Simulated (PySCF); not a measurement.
Start geometry of `C/C=C(F)\C=C/SC` from GFN2-xTB (Å):
```
atom  x, y, z in Å
C1    -3.290    0.451    0.097
C2    -2.307   -0.435   -0.585
C3    -0.984   -0.461   -0.397
F4    -0.282   -1.361   -1.141
C5    -0.184    0.340    0.490
C6     1.147    0.270    0.638
S7     2.227   -0.805   -0.205
C8     3.800   -0.281    0.543
H9    -4.026   -0.154    0.626
H10   -3.827    1.044   -0.643
H11   -2.818    1.123    0.806
H12   -2.718   -1.126   -1.307
H13   -0.724    1.059    1.086
H14    1.646    0.923    1.336
H15    3.983    0.767    0.324
H16    4.575   -0.892    0.092
H17    3.774   -0.452    1.616
```

What comes out of this run: PBE0/def2-SV(P) geometry optimisation, gas phase in PySCF 2.14.0?

```
atom  x, y, z in Å
C1    -3.3562    0.5099    0.2327
C2    -2.3729   -0.3580   -0.4778
C3    -1.0392   -0.3829   -0.3086
F4    -0.3292   -1.2445   -1.0584
C5    -0.2306    0.4090    0.5916
C6     1.1104    0.3461    0.7501
S7     2.2454   -0.6935   -0.0701
C8     3.7770   -0.1492    0.7201
H9    -4.0995   -0.0996    0.7805
H10   -3.9264    1.1306   -0.4839
H11   -2.8856    1.1906    0.9597
H12   -2.7654   -1.0593   -1.2235
H13   -0.7664    1.1334    1.2102
H14    1.5691    1.0219    1.4815
H15    3.9858    0.9132    0.5115
H16    4.5836   -0.7586    0.2821
H17    3.7559   -0.3245    1.8086
```

The energy falls by 1.7 kcal/mol over 8 energy and gradient evaluations, the largest force component goes from 0.0167 to 2.0e-04 Eh/bohr, and the atoms move by 0.044 Å rms after alignment. Among the bonds, C3–F4, C6–H14, C8–H15, C8–H16 and C8–H17 change most and about equally (-0.017 to +0.018 Å). Bonds longer at the end by more than 0.005 Å: 12 of 16; shorter: 2. Among the angles that change most is C5–C6–H14, from 119.9° to 117.7°. Rotational constants go from 5254, 773.5, 679.9 to 5231, 755.7, 666.0 MHz. The orientation of the end geometry is arbitrary; only internal coordinates are fixed.

The run used 134 basis functions and 54 SCF cycles in all. Time: 1.9 min of wall time; peak memory 0.60 GiB. Hardware: an AMD EPYC with one thread, shared host with 64 logical CPUs at a one-minute load of 60.

Whether it is a minimum is left open (no frequencies). The numbers are those of one conformer.
